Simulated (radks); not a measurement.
All-electron atom: Xe31+ in [Ar] 3d5.

All-electron calculation, Dirac Kohn-Sham, PBE, spin-unpolarised, spherical densities, finite nucleus; open shells fill j = l - 1/2 first; Fermi nuclear charge, rms radius 4.7859 fm. Program: a radial shooting solver on a logarithmic mesh with Libxc functionals.

Energy parts (eV):
total: -185441.353
kinetic: 198011.067
electron-nucleus: -417617.041
Hartree: 37967.669
exchange-correlation: -3803.047

Orbitals (lengths in bohr, moments of r in powers of bohr; <r^-3> diverges for s and p1/2):
orbital  occ.  eigenvalue (eV)  <r^-3>  small-component weight
1s1/2       2        -35736.82       -                3.96e-02
2s1/2       2        -6704.518       -                8.59e-03
2p1/2       2        -6391.357       -                8.60e-03
2p3/2       4        -6063.654    5624                8.16e-03
3s1/2       2        -2287.490       -                2.87e-03
3p1/2       2        -2163.432       -                2.82e-03
3p3/2       4        -2091.979    1258                2.71e-03
3d3/2       4        -1888.776   209.4                2.59e-03
3d5/2       1        -1872.692   193.4                2.56e-03

The highest occupied level is 3d5/2 at -1872.7 eV. The electron density at the nucleus is 2.712e+05 e/bohr^3.
